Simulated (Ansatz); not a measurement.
Reaction (cleavage of the Si–B bond): `FB(F)[Si](Cl)(Cl)Cl` + NH₃ → `N[Si](Cl)(Cl)Cl` + `FBF`

Calculated with Ansatz (gas phase, PBE0-D4/def2-TZVP geometries, no zero-point term in ΔE). CCSD(T)/CBS is the MP2 limit (def2-TZVPP, def2-QZVPP) plus CCSD(T) − MP2 in def2-TZVPP, frozen cores. This one scheme is used for every species. DFT in def2-TZVPP. Each species was taken in one conformer, which may not be the lowest.

`FB(F)[Si](Cl)(Cl)Cl`:

```xyz
7

F    -0.641   -0.089   -2.160
B     0.235    0.196   -1.225
F     1.391    0.697   -1.595
Si   -0.158   -0.122    0.742
Cl   -2.048   -0.821    1.002
Cl    0.055    1.625    1.764
Cl    1.165   -1.487    1.473
```

NH₃:

Cartesian coordinates in Å:
```
N 0.102 -0.226 -0.134
H 0.736 0.563 -0.187
H -0.781 0.076 -0.526
H -0.057 -0.414 0.848
```

`N[Si](Cl)(Cl)Cl`:

Z-matrix (Å, degrees):
```
Si
Cl 1 2.043
Cl 1 2.031 2 106.9
N 1 1.683 2 115.4 3 120.4
Cl 1 2.031 2 106.9 3 -119.2
H 4 1.007 1 120.8 2 75.8
H 4 1.007 1 120.8 2 -76.0
```

`FBF`:

Z-matrix (Å, degrees):
```
B
F 1 1.313
F 1 1.313 2 118.1
H 1 1.191 2 121.0 3 180.0
```

CCSD(T)/CBS gives -97.1 kJ/mol.

**Question.** Another level gave -104.3 kJ/mol. Which?
A. PBE/def2-TZVPP
B. MP2/def2-TZVPP
C. ωB97X-V/def2-TZVPP
D. r2SCAN0/def2-TZVPP

**Answer.** B. MP2/def2-TZVPP -104.3, ωB97X-V -94.3, r2SCAN0 -98.6, PBE -78.0 kJ/mol.

Largest T1 diagnostic among the species: 0.013.

Leaving LDA and LC-ωPBE aside and taking each functional with its dispersion term where it has one, the values, not all of them listed here, spread over 25.1 kJ/mol, from BHLYP-D4 to PBE-D4. LDA lies −9.2 kJ/mol from PBE without D4. From PBE to PBE0 (25 % exact exchange), in def2-TZVPP and without D4, ΔE moves by −9.7 kJ/mol.
